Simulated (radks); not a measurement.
Results of a calculation; reference values are marked as such.
Coulomb parameter of the 5d shell of neutral platinum in the model configuration [Xe] 4f14 5d9 6s1, as a second difference U = [E(n + 0.25) + E(n - 0.25) - 2 E(n)] / (0.25)^2 with all orbitals relaxed. "Bare": the charge of the atom changes with n. "Screened": the 6s shell takes up the change at fixed total charge, which measures U(5d,5d) + U(6s,6s) - 2 U(5d,6s). Code: a radial shooting solver on a logarithmic mesh with Libxc functionals. Model: scalar-relativistic Kohn-Sham, BLYP, spin-unpolarised, spherical densities, point nucleus.

case                      configuration  E - E(n) (eV)
start                 [Xe] 4f14 5d9 6s1          0.000
bare +0.25         [Xe] 4f14 5d9.25 6s1         -1.222
bare -0.25         [Xe] 4f14 5d8.75 6s1          1.806
screened +0.25  [Xe] 4f14 5d9.25 6s0.75         -0.064
screened -0.25  [Xe] 4f14 5d8.75 6s1.25          0.126

U(bare) = 9.339 eV, U(screened by 6s) = 0.995 eV, against the Slater integral F0(5d,5d) = 14.612 eV with frozen orbitals. The step up makes a negative ion, whose loosely bound charge lowers the bare value.
